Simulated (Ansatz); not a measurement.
C2H8AlClSi, SMILES `C[CH2][Al]([SiH3])[Cl]`. The species carries charge 0 and has multiplicity 1.

Z-matrix (Å, degrees):
```
C
C 1 1.528
H 1 1.094 2 111.8
H 1 1.094 2 111.9 3 -120.1
H 1 1.093 2 111.8 3 119.6
Al 2 1.952 1 115.4 3 -60.0
H 2 1.098 1 110.7 3 177.8
H 2 1.097 1 110.8 3 62.3
Cl 6 2.112 2 117.5 1 177.4
Si 6 2.452 2 126.3 1 -1.6
H 10 1.491 6 112.0 2 -22.7
H 10 1.489 6 111.7 2 -144.2
H 10 1.492 6 110.0 2 96.4
```

Q: Give the diagnostics of a CCSD(T)/def2-TZVPP run (frozen core, the Gaussian-basis code of Ansatz). (An estimate is asked.)

A: Ansatz gave: T1 = 0.0106, largest single amplitude 0.013, largest double 0.019, (T) share of the correlation energy 3.7 %, 9 CCSD cycles. The RHF solution is stable towards an unrestricted one. T1 lies under the customary mark of 0.02 for closed shells.
